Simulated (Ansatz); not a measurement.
`[GeH3][SiH]1CS1`, relaxed with RKS PBE-D4/def2-SVP in Ansatz 0.2.0 from a rough embedded geometry. The force threshold is 0.03 eV/Å; the program also tests the step.

Total charge 0; spin multiplicity 1.

Start:

```xyz
10

Ge   -0.948   -1.348   -0.399
Si    0.452    0.410   -0.635
C     0.638    1.375    0.872
S     2.031    0.380    0.855
H    -0.228   -2.675   -0.946
H    -1.360   -1.588    1.050
H    -2.254   -1.136   -1.271
H     0.943    0.947   -1.942
H    -0.150    1.164    1.697
H     0.875    2.471    0.719
```

| step | energy (eV) | largest force (eV/Å) | largest move (Å) |
| --- | --- | --- | --- |
| 1 | -76332.8821 | 3.500 | 0.000 |
| 2 | -76333.3087 | 1.772 | 0.193 |
| 3 | -76333.3639 | 1.275 | 0.114 |
| 4 | -76333.4276 | 0.104 | 0.086 |
| 5 | -76333.4290 | 0.041 | 0.021 |
| 6 | -76333.4296 | 0.015 | 0.016 |

End:

```xyz
10

Ge   -0.981   -1.465   -0.483
Si    0.537    0.362   -0.578
C     0.617    1.510    0.899
S     2.078    0.335    0.898
H    -0.320   -2.761   -1.017
H    -1.353   -1.665    1.009
H    -2.273   -1.196   -1.301
H     0.873    0.951   -1.919
H    -0.074    1.360    1.748
H     0.895    2.569    0.744
```

Hardware: 4 threads of an Arm Neoverse V1 on a shared host. Wall time 9.5 s, peak host memory 0.17 GiB.
